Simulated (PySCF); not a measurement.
C2H5ClSe. Atoms are numbered in the order given.

```xyz
9

Se    -0.1958     0.0637     0.7989
Cl     1.3134     1.0563    -0.4289
C     -0.5807    -1.3784    -0.4415
C     -1.2017    -0.9157    -1.7502
H     -1.2624    -2.0287     0.1338
H      0.3544    -1.9357    -0.5979
H     -0.5267    -0.2181    -2.2680
H     -2.1585    -0.4009    -1.5749
H     -1.3825    -1.7765    -2.4144
```
Charge 0, spin multiplicity 1.

The structure is a stationary point at ωB97X-D3(BJ)/def2-SVP. Other conformers were not sampled.

Level of theory: TDA-PBE/def2-SVPD run with PySCF.

Vertical excitations. Gas-phase values at a fixed geometry.

```json
[
 {"state": "S1", "energy (eV)": "2.71", "λ (nm)": "458", "f": "0.001", "main pairs": "HOMO→LUMO 99 %"},
 {"state": "S2", "energy (eV)": "4.69", "λ (nm)": "264", "f": "0.008", "main pairs": "HOMO−1→LUMO 98 %"},
 {"state": "S3", "energy (eV)": "5.02", "λ (nm)": "247", "f": "0.001", "main pairs": "HOMO→LUMO+1 97 %"},
 {"state": "S4", "energy (eV)": "5.36", "λ (nm)": "231", "f": "0.030", "main pairs": "HOMO→LUMO+2 95 %"},
 {"state": "S5", "energy (eV)": "5.40", "λ (nm)": "230", "f": "0.002", "main pairs": "HOMO−2→LUMO 93 %"},
 {"state": "S6", "energy (eV)": "5.79", "λ (nm)": "214", "f": "0.008", "main pairs": "HOMO−3→LUMO 94 %"},
 {"state": "S7", "energy (eV)": "5.90", "λ (nm)": "210", "f": "0.008", "main pairs": "HOMO→LUMO+3 99 %"},
 {"state": "S8", "energy (eV)": "6.01", "λ (nm)": "206", "f": "0.010", "main pairs": "HOMO−4→LUMO 94 %"},
 {"state": "S9", "energy (eV)": "6.14", "λ (nm)": "202", "f": "0.027", "main pairs": "HOMO→LUMO+4 98 %"},
 {"state": "S10", "energy (eV)": "6.44", "λ (nm)": "193", "f": "0.024", "main pairs": "HOMO→LUMO+5 97 %"},
 {"state": "T1", "energy (eV)": "1.96", "λ (nm)": "632", "f": "0", "main pairs": "HOMO→LUMO 100 %"},
 {"state": "T2", "energy (eV)": "4.06", "λ (nm)": "306", "f": "0", "main pairs": "HOMO−1→LUMO 100 %"},
 {"state": "T3", "energy (eV)": "4.51", "λ (nm)": "275", "f": "0", "main pairs": "HOMO→LUMO+1 99 %"},
 {"state": "T4", "energy (eV)": "4.84", "λ (nm)": "256", "f": "0", "main pairs": "HOMO−2→LUMO 99 %"}
]
```
Triplets are in the Tamm–Dancoff approximation.
